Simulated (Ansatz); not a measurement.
`C[SiH](S)C=O` + HCl → `C[SiH](S)Cl` + `C=O`  (ligand exchange at the Si–C bond)

Isolated molecules relaxed with PBE0-D4/def2-TZVP in Ansatz; ΔE leaves out vibrations. CCSD(T)/CBS adds triple-zeta CCSD(T) − MP2 to the extrapolated MP2 energy (def2 sets, frozen cores). This one scheme is used for every species. Functionals use def2-TZVPP. B3LYP here is the variant with VWN-RPA as its local correlation; programs differ in this. One conformer a species, not always the lowest.

```tsv
level	ΔE (kJ/mol)	difference from CCSD(T)/CBS
PBE-D4	-106.7	9.0
r2SCAN-D4	-114.0	1.7
PBE0-D4	-113.3	2.4
B3LYP-D4	-112.7	3.0
ωB97X-V	-115.4	0.3
ωB97M-V	-116.1	-0.4
B2PLYP	-116.5	-0.8
PBE	-107.4	8.3
r2SCAN	-114.6	1.1
PBE0	-114.0	1.7
B3LYP	-113.6	2.1
HF/def2-TZVPP	-127.7	-12.0
MP2/def2-TZVPP	-120.4	-4.7
SCS-MP2/def2-TZVPP	-119.2	-3.5
CCSD/def2-TZVPP	-114.8	0.9
CCSD(T)/def2-TZVPP	-113.0	2.7
HF/def2-QZVPP	-127.9	-12.2
MP2/def2-QZVPP	-122.1	-6.4
SCS-MP2/def2-QZVPP	-120.8	-5.1
HF/CBS(def2)	-127.9	-12.2
MP2/CBS(def2)	-123.2	-7.5
CCSD/CBS(def2)	-117.6	-1.9
CCSD(T)/CBS	-115.7	0
```

Largest T1 diagnostic among the species: 0.015.

In def2-TZVPP, CCSD(T) changes the Hartree–Fock value by +14.7 kJ/mol (the triples alone add +1.9 kJ/mol) and MP2 by +7.3 kJ/mol. From PBE to PBE0 (25 % exact exchange), in def2-TZVPP and without D4, ΔE moves by −6.6 kJ/mol.
